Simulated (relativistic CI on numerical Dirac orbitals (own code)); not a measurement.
## How well does a small relativistic CI reproduce Ga II?

Computed by Dirac-Coulomb-Breit CI, orbitals from a KLI potential per configuration, QED by a radiative potential, valence Slater integrals scaled by 0.85, configuration energies shifted to the measured levels that pair with them (semi-empirical) (own radial code, finite nucleus).

CI space (outside the closed core [Ar]): 3d10 4s2, 3d10 4s 4p, 3d10 4s 5s, 3d10 4p2, 3d10 4s 4d, 3d10 4s 5p, 3d10 4d2, 3d10 4s 6s, 3d10 4s 4f, 3d10 4s 5d, 3d10 4p 4d, 3d10 4s 6p, 3d10 4s 5g, 3d10 4s 5f, 3d10 4s 6d, 3d10 4s 6f, 3d9 4s2 4p, 3d10 4p 5s, 3d9 4s 4p2. Levels of other configurations are missing.

| Configuration | Term (tabulated) | J | Measured (cm⁻¹) | Computed | Error | Purity (%) |
| --- | --- | --- | --- | --- | --- | --- |
| 3d10 4s2 | 1S | 0 | 0.0 | 0 | 0 | 96 |
| 3d10 4s 4p | 3P° | 0 | 47367.5 | 47389 | 21 | 100 |
| 3d10 4s 4p | 3P° | 1 | 47814.1 | 47793 | -22 | 99 |
| 3d10 4s 4p | 3P° | 2 | 48749.7 | 48628 | -122 | 99 |
| 3d10 4s 4p | 1P° | 1 | 70701.3 | 72084 | 1382 | 95 |
| 3d10 4s 5s | 3S | 1 | 102944.6 | 102662 | -283 | 100 |
| 3d10 4s 5s | 1S | 0 | 106662.2 | 106945 | 283 | 99 |
| 3d10 4s 4d | 3D | 1 | 113815.9 | 113816 | 0 | 89 |
| 3d10 4s 4d | 3D | 2 | 113842.2 | 113845 | 3 | 100 |
| 3d10 4s 4d | 3D | 3 | 113883.2 | 113878 | -5 | 100 |
| 3d10 4s 5p | 3P° | 0 | 118430.0 | 118430 | 0 | 99 |
| 3d10 4s 5p | 3P° | 1 | 118518.5 | 118519 | 1 | 99 |
| 3d10 4s 5p | 3P° | 2 | 118727.9 | 118715 | -13 | 99 |

Measured levels from NIST Handbook of Basic Atomic Spectroscopic Data (Sansonetti and Martin, J. Phys. Chem. Ref. Data 34, 1559 (2005)); pairs were made by configuration, J and term (by order where the table uses no LS term), so strongly mixed levels may be paired wrongly.

Mean error by configuration (cm⁻¹): 3d10 4s 4p 315; 3d10 4s 5s 0; 3d10 4s 4d -1; 3d10 4s 5p -4. Over the excited levels the mean absolute error is 178 cm⁻¹ (12 of the 13 excited levels that our extract of the source holds in range could be paired, and the others can miss by more), and the median relative error of those above 1,000 cm⁻¹ is 0.028 %, both after the shifts were fitted to these levels, so that a configuration with one level shows no error.

Transition probabilities of persistent lines. The last column rescales the computed rate by the cube of measured over computed energy:

```csv
λ measured (Å),Lower,Upper,A tabulated (s⁻¹),A computed,A rescaled
1414.40 vacuum,3d10 4s2 1S_0,3d10 4s 4p 1P°_1,1.97e+09,2.24e+09,2.12e+09
1535.31 vacuum,3d10 4s 4p 3P°_2,3d10 4s 4d 3D_3,1.45e+09,1.43e+09,1.42e+09
2090.77 air,3d10 4s2 1S_0,3d10 4s 4p 3P°_1,4.09e+05,1.88e+05,1.89e+05
```

Configurations whose levels could be paired with our table of measured levels were shifted onto them, all but the ground configuration, by the median error of their levels; single terms can still be off by 1,000 to 2,000 cm⁻¹ or more, and rates follow the energies as ν³ (E1, M1) or ν⁵ (E2). The others borrow a shift and can be off by several thousand cm⁻¹ or more. The fine structure of a lone outer electron comes out too small, for d and f at times inverted, and misplaced configurations move strength between like terms. 12 of the 13 excited levels that our extract of the measured tables holds in this range could be paired (the sources list more); they are missed by 178 cm⁻¹ on average and 1382 at most, after the shifts were fitted to these levels, and levels without a partner can miss by more.

Shifts applied (cm⁻¹): 3d10 4s2 0; 3d10 4s 4p 3280; 3d10 4s 5s 2899; 3d10 4s 4d 3647; 3d10 4s 5p 3519.
